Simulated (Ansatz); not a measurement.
Program: Ansatz. Geometries: PBE0-D4/def2-TZVP. ΔE: electronic, gas phase. CBS: MP2 limit from def2 TZ/QZ plus the TZ coupled-cluster correction, frozen cores. This one scheme is used for every species. DFT in def2-TZVPP. B3LYP here is the variant with VWN-RPA as its local correlation; programs differ in this. HSE06 is defined as in plane-wave codes. Each species was taken in one conformer, which may not be the lowest.

`C[SiH](Cl)[Al]([F])[Cl]` + CH₃SH → `C[S][Al]([F])[Cl]` + `C[SiH2]Cl`  (cleavage of the Al–Si bond)

`C[SiH](Cl)[Al]([F])[Cl]`:

Z-matrix (Å, degrees):
```
C
Si 1 1.866
H 1 1.093 2 109.9
H 1 1.091 2 111.2 3 -120.2
H 1 1.092 2 110.1 3 119.5
Cl 2 2.069 1 109.3 3 -179.4
Al 2 2.445 1 113.3 3 60.6
H 2 1.488 1 109.7 3 -62.7
F 7 1.647 2 118.9 1 -58.7
Cl 7 2.086 2 123.8 1 120.4
```

CH₃SH:

```xyz
6

C    -0.015    0.481    0.101
S     0.489   -1.234    0.363
H     0.338    0.859   -0.857
H     0.453    1.059    0.897
H    -1.096    0.596    0.178
H    -0.168   -1.761   -0.682
```

`C[S][Al]([F])[Cl]`:

Z-matrix (Å, degrees):
```
C
S 1 1.828
H 1 1.089 2 108.2
H 1 1.088 2 112.0 3 120.7
H 1 1.089 2 108.2 3 -118.6
Al 2 2.145 1 101.2 3 -120.8
Cl 6 2.075 2 121.4 1 -180.0
F 6 1.644 2 119.5 1 -0.0
```

`C[SiH2]Cl`:

Z-matrix (Å, degrees):
```
C
Si 1 1.857
H 1 1.092 2 110.8
H 1 1.094 2 110.0 3 119.8
H 1 1.092 2 110.8 3 -120.4
Cl 2 2.062 1 109.6 3 60.1
H 2 1.483 1 111.6 3 178.7
H 2 1.483 1 111.5 3 -58.5
```

```json
{"level": "PBE-D4", "ΔE (kJ/mol)": "-89.1", "difference from CCSD(T)/CBS": "15.4"}
{"level": "BLYP-D4", "ΔE (kJ/mol)": "-95.8", "difference from CCSD(T)/CBS": "8.7"}
{"level": "r2SCAN-D4", "ΔE (kJ/mol)": "-105.2", "difference from CCSD(T)/CBS": "-0.7"}
{"level": "B97M-V", "ΔE (kJ/mol)": "-105.4", "difference from CCSD(T)/CBS": "-0.9"}
{"level": "PBE0-D4", "ΔE (kJ/mol)": "-94.4", "difference from CCSD(T)/CBS": "10.1"}
{"level": "r2SCANh-D4", "ΔE (kJ/mol)": "-105.6", "difference from CCSD(T)/CBS": "-1.1"}
{"level": "r2SCAN0-D4", "ΔE (kJ/mol)": "-106.2", "difference from CCSD(T)/CBS": "-1.7"}
{"level": "HSE06-D4", "ΔE (kJ/mol)": "-94.4", "difference from CCSD(T)/CBS": "10.1"}
{"level": "BHLYP-D4", "ΔE (kJ/mol)": "-105.0", "difference from CCSD(T)/CBS": "-0.5"}
{"level": "CAM-B3LYP-D4", "ΔE (kJ/mol)": "-101.8", "difference from CCSD(T)/CBS": "2.7"}
{"level": "ωB97X-V", "ΔE (kJ/mol)": "-100.3", "difference from CCSD(T)/CBS": "4.2"}
{"level": "ωB97M-V", "ΔE (kJ/mol)": "-105.9", "difference from CCSD(T)/CBS": "-1.4"}
{"level": "PBE-QIDH", "ΔE (kJ/mol)": "-104.0", "difference from CCSD(T)/CBS": "0.5"}
{"level": "PBE", "ΔE (kJ/mol)": "-89.5", "difference from CCSD(T)/CBS": "15.0"}
{"level": "revPBE", "ΔE (kJ/mol)": "-88.5", "difference from CCSD(T)/CBS": "16.0"}
{"level": "BLYP", "ΔE (kJ/mol)": "-95.6", "difference from CCSD(T)/CBS": "8.9"}
{"level": "r2SCAN", "ΔE (kJ/mol)": "-105.7", "difference from CCSD(T)/CBS": "-1.2"}
{"level": "PBE0", "ΔE (kJ/mol)": "-95.1", "difference from CCSD(T)/CBS": "9.4"}
{"level": "B3LYP", "ΔE (kJ/mol)": "-100.0", "difference from CCSD(T)/CBS": "4.5"}
{"level": "r2SCANh", "ΔE (kJ/mol)": "-106.2", "difference from CCSD(T)/CBS": "-1.7"}
{"level": "r2SCAN0", "ΔE (kJ/mol)": "-106.8", "difference from CCSD(T)/CBS": "-2.3"}
{"level": "HSE06", "ΔE (kJ/mol)": "-95.2", "difference from CCSD(T)/CBS": "9.3"}
{"level": "BHLYP", "ΔE (kJ/mol)": "-106.5", "difference from CCSD(T)/CBS": "-2.0"}
{"level": "CAM-B3LYP", "ΔE (kJ/mol)": "-102.9", "difference from CCSD(T)/CBS": "1.6"}
{"level": "LC-ωPBE", "ΔE (kJ/mol)": "-99.1", "difference from CCSD(T)/CBS": "5.4"}
{"level": "RPA@PBE/def2-TZVPP", "ΔE (kJ/mol)": "-98.4", "difference from CCSD(T)/CBS": "6.1"}
{"level": "HF/def2-SVP", "ΔE (kJ/mol)": "-111.8", "difference from CCSD(T)/CBS": "-7.3"}
{"level": "MP2/def2-SVP", "ΔE (kJ/mol)": "-112.2", "difference from CCSD(T)/CBS": "-7.7"}
{"level": "CCSD(T)/def2-SVP", "ΔE (kJ/mol)": "-103.8", "difference from CCSD(T)/CBS": "0.7"}
{"level": "HF/def2-TZVPP", "ΔE (kJ/mol)": "-112.1", "difference from CCSD(T)/CBS": "-7.6"}
{"level": "MP2/def2-TZVPP", "ΔE (kJ/mol)": "-111.3", "difference from CCSD(T)/CBS": "-6.8"}
{"level": "SCS-MP2/def2-TZVPP", "ΔE (kJ/mol)": "-109.1", "difference from CCSD(T)/CBS": "-4.6"}
{"level": "CCSD/def2-TZVPP", "ΔE (kJ/mol)": "-102.9", "difference from CCSD(T)/CBS": "1.6"}
{"level": "CCSD(T)/def2-TZVPP", "ΔE (kJ/mol)": "-102.5", "difference from CCSD(T)/CBS": "2.0"}
{"level": "HF/def2-QZVPP", "ΔE (kJ/mol)": "-112.3", "difference from CCSD(T)/CBS": "-7.8"}
{"level": "MP2/def2-QZVPP", "ΔE (kJ/mol)": "-112.5", "difference from CCSD(T)/CBS": "-8.0"}
{"level": "SCS-MP2/def2-QZVPP", "ΔE (kJ/mol)": "-110.7", "difference from CCSD(T)/CBS": "-6.2"}
{"level": "HF/CBS(def2)", "ΔE (kJ/mol)": "-112.3", "difference from CCSD(T)/CBS": "-7.8"}
{"level": "MP2/CBS(def2)", "ΔE (kJ/mol)": "-113.4", "difference from CCSD(T)/CBS": "-8.9"}
{"level": "CCSD/CBS(def2)", "ΔE (kJ/mol)": "-104.9", "difference from CCSD(T)/CBS": "-0.4"}
{"level": "CCSD(T)/CBS", "ΔE (kJ/mol)": "-104.5", "difference from CCSD(T)/CBS": "0"}
```

Largest T1 diagnostic among the species: 0.011.

From PBE to PBE0 (25 % exact exchange), in def2-TZVPP and without D4, ΔE moves by −5.6 kJ/mol. Leaving LDA and LC-ωPBE aside and taking each functional with its dispersion term where it has one, the values spread over 17.1 kJ/mol, from r2SCAN0-D4 to PBE-D4.
